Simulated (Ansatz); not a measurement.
Z-matrix (Å, degrees):
```
C
Ge 1 1.956
Cl 1 1.767 2 111.9
H 1 1.090 2 109.3 3 -120.3
H 1 1.090 2 109.2 3 120.3
Cl 2 2.137 1 108.7 3 -59.2
Cl 2 2.137 1 108.7 3 58.8
H 2 1.533 1 114.0 3 179.8
```

The species carries charge 0 and has multiplicity 1.

List the PBE0/def2-TZVPP orbital energies in eV (Ansatz). (An estimate is asked.)

Computed: Occupied: -10861.79, -2767.76, -2767.57, -2767.57, -1359.97, -1209.80, -1209.79, -1209.76, -280.43, -259.57, -259.40, -259.40, -197.92, -197.70, -197.70, -197.68, -197.67, -197.54, -197.54, -197.54, -197.54, -172.74, -122.58, -122.53, -122.45, -35.44, -35.41, -35.31, -35.28, -35.26, -24.47, -23.43, -22.82, -19.43, -15.51, -13.47, -12.67, -11.65, -11.26, -11.22, -9.69, -9.47, -9.24, -9.22, -8.89, -8.40. Lowest empty: -0.66, -0.09, 0.20, 1.18, 1.77, 2.12, 2.23, 4.10.
